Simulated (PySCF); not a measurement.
C₂H₆BFN₂.
SMILES with atom numbers: `[CH3:1][NH2+:2][B@H-:3]([F:4])[C:5]#[N:6]` (hydrogens: H7, H8, H9 on C1; H10, H11 on N2; H12 on B3)
Bond orders are those of one Lewis drawing.

Method: PBE0-D3(BJ)/def2-SVP geometry optimisation, gas phase in PySCF 2.14.0; density fitting, grid level 1; the optimiser is geomeTRIC in internal coordinates, started from a GFN2-xTB structure with every atom displaced at random (about 0.01 Å).

The end geometry, which sets the zero of energy:
```
atom  x, y, z in Å
C1     -1.0101    0.8847   -0.2055
N2     -0.5672   -0.1264    0.7632
B3      0.9253   -0.7505    0.5097
F4      1.0695   -1.7054    1.5018
C5      1.8991    0.5032    0.6714
N6      2.5262    1.4743    0.7682
H7     -2.0272    1.2340    0.0176
H8     -0.9798    0.4459   -1.2106
H9     -0.3106    1.7297   -0.1739
H10    -1.2025   -0.9276    0.7755
H11    -0.5737    0.2546    1.7134
H12     0.9135   -1.1898   -0.6324
```

**Question.** These geometries come from the run, each turned onto the end geometry. Order them by energy, lowest first.
A.
```
atom  x, y, z in Å
C1     -1.0152    0.8704   -0.1898
N2     -0.5936   -0.1296    0.7399
B3      0.9289   -0.7322    0.4812
F4      1.0863   -1.6625    1.5265
C5      1.8931    0.4921    0.6529
N6      2.5488    1.4412    0.7536
H7     -2.0234    1.2552    0.0344
H8     -1.0065    0.4840   -1.2085
H9     -0.3347    1.7389   -0.1558
H10    -1.2099   -0.9370    0.7395
H11    -0.5896    0.2372    1.7017
H12     0.9782   -1.2309   -0.5771
```
B.
```
atom  x, y, z in Å
C1     -1.0075    0.8903   -0.2027
N2     -0.5688   -0.1329    0.7515
B3      0.9320   -0.7549    0.5151
F4      1.0618   -1.6970    1.5222
C5      1.8948    0.5075    0.6705
N6      2.5034    1.4916    0.7564
H7     -2.0060    1.2711    0.0519
H8     -1.0227    0.4530   -1.2093
H9     -0.2813    1.7150   -0.1924
H10    -1.1982   -0.9390    0.7472
H11    -0.5868    0.2278    1.7097
H12     0.9417   -1.2058   -0.6214
```
C.
```
atom  x, y, z in Å
C1     -1.0355    0.9057   -0.2129
N2     -0.5319   -0.1220    0.7151
B3      0.9731   -0.7793    0.5379
F4      1.0121   -1.6914    1.5512
C5      1.9225    0.4888    0.6880
N6      2.5136    1.4822    0.7794
H7     -2.0313    1.2534    0.0889
H8     -1.0817    0.4865   -1.2235
H9     -0.3283    1.7376   -0.2132
H10    -1.1473   -0.9402    0.7236
H11    -0.5520    0.2394    1.6732
H12     0.9492   -1.2340   -0.6094
```
D.
```
atom  x, y, z in Å
C1     -1.0288    0.9006   -0.2074
N2     -0.5620   -0.1238    0.7348
B3      0.9499   -0.7640    0.5261
F4      1.0546   -1.6996    1.5332
C5      1.9185    0.4930    0.6778
N6      2.5250    1.4781    0.7659
H7     -2.0276    1.2635    0.0689
H8     -1.0565    0.4688   -1.2157
H9     -0.3122    1.7331   -0.2030
H10    -1.1841   -0.9359    0.7357
H11    -0.5852    0.2365    1.6934
H12     0.9708   -1.2238   -0.6112
```

**Answer.** B (0.003 eV), D (0.011 eV), C (0.047 eV), A (0.105 eV).

In the order of the answer:

```
step  E above end (eV)  largest force (eV/Å)  rms force component (eV/Å)  rms distance from end (Å)  rms bond change (Å)  bond most changed (Å)
   3             0.003                  0.14                       0.033                      0.031                0.002           N2–B3 +0.004
   2             0.011                  0.38                       0.089                      0.044                0.006           N2–B3 +0.018
   1             0.047                  1.24                       0.264                      0.063                0.009           B3–F4 -0.021
   0             0.105                  1.87                       0.539                      0.044                0.024          B3–H12 -0.053
```

The cost below is that of the whole optimisation. Hardware: one thread of an Arm Neoverse V2, no GPU, on a shared host. Cost: 53 s of wall time, 0.48 GiB resident at most.
